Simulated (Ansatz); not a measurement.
Species: [W(F)4(NH2)2] (charge 0, multiplicity 1), formula H4F4N2W.

Problem. How many basis functions does frozen-core CCSD(T)/def2-TZVPP // BP86-D3(BJ)/def2-SVP run with Ansatz (a first-principles code) use, how many core orbitals are frozen, and how many electrons are correlated?

Solution. 298 basis functions and 6 frozen orbitals, which leaves 56 correlated electrons. Core time is of the order of hours.
